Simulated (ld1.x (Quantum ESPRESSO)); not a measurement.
# lead: one change to a TM potential, before and after

Pb (Z = 82), norm-conserving Troullier–Martins (Kleinman–Bylander form), made with ld1.x (Quantum ESPRESSO) 7.5 (PBE, scalar-relativistic). Core [Xe] 4f14 5d10, reference 6s2 6p2. Waves: 6s (bound): rc 1.90 bohr; 6p (bound): rc 2.85 bohr. Local part: all-electron potential smoothed inside 2.30 bohr (lloc = -1). Core correction: a·sin(br)/r model core inside 1.50 bohr.

Change: all radii but the core radius scaled by about 1.26 (s 2.40, p 3.60 bohr); local potential all-electron potential smoothed inside 2.90 bohr (lloc = -1).

Cutoffs: the cutoffs (Ry, on a coarse ladder) from which the occupation-weighted sum of valence levels, in a spherical-Bessel basis at the reference potential, stays within 10 and 1 mRy of its value at 400 Ry; they do not see the model core or the augmentation charge, which bear on the density cutoff. Errors are all-electron minus pseudo energies relative to the spin-unpolarised reference configuration.

Question: How do hardness, ghosts and transferability respond?

Answer: The potential gets softer (21 Ry and 35 Ry → 18 Ry and 30 Ry); of the 7 tests that both files solve, the error grows in 3 and shrinks in 3 by more than 15 % and 0.3 meV (median size 77.0 → 65.2 meV); neither file shows a bound ghost. A larger radius leaves more room for a smooth pseudo-wave, so fewer plane waves are needed.

| quantity | base | changed |
| --- | --- | --- |
| cutoff, loose | 21 Ry | 18 Ry |
| cutoff, tight | 35 Ry | 30 Ry |
| loose cutoff by channel (10 mRy a level) | s 12 Ry, p 6 Ry | s 10 Ry, p 6 Ry |
| bound ghosts | none | none |
| error for 6s2 6p1, meV [ΔE 6.58 eV] | -17 | -21 |
| error for 6s2 6p0, meV [ΔE 20.02 eV] | -120 | -167 |
| error for 6s1 6p0, meV [ΔE 52.43 eV] | -607 | -749 |
| error for 6s1 6p3, meV [ΔE 8.74 eV] | -34 | -20 |
| error for 6s2 6p2.3, meV [ΔE -0.80 eV] | +0.1 | 0.0 |
| error for 6s0 6p4, meV [ΔE 17.83 eV] | -130 | -65 |
| error for 6s1 6p2, meV [ΔE 16.10 eV] | -77 | -65 |
